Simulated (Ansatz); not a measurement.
Isolated molecules relaxed with PBE0-D4/def2-TZVP in Ansatz; ΔE leaves out vibrations. CCSD(T)/CBS is the MP2 limit (def2-TZVPP, def2-QZVPP) plus CCSD(T) − MP2 in def2-TZVPP, frozen cores. This one scheme is used for every species. DFT in def2-TZVPP. B3LYP here is the variant with VWN-RPA as its local correlation; programs differ in this. def2 core potentials past Kr. For Sn outer-core shells are correlated without core-valence functions, which leaves a few kJ/mol of doubt a bond. One conformer a species, not always the lowest.

Reaction (formal exchange of groups at a C–Sn bond): `C[CH](C)[SnH2][CH](C)C` + `C#N` → `CC(C)C#N` + `C[CH](C)[SnH3]`

CCSD(T)/CBS gives -0.20 eV.

Task: Another level gave -0.42 eV. Which?
A. r2SCAN/def2-TZVPP
B. HF/def2-TZVPP
C. CCSD/def2-TZVPP
D. B3LYP/def2-TZVPP

Result: A. r2SCAN -0.42, CCSD/def2-TZVPP -0.30, B3LYP -0.47, HF/def2-TZVPP -0.60 eV.

Largest T1 diagnostic among the species: 0.014.

From PBE to PBE0 (25 % exact exchange), in def2-TZVPP and without D4, ΔE moves by −0.04 eV. In def2-TZVPP, CCSD(T) changes the Hartree–Fock value by +0.35 eV (the triples alone add +0.04 eV) and MP2 by +0.39 eV.
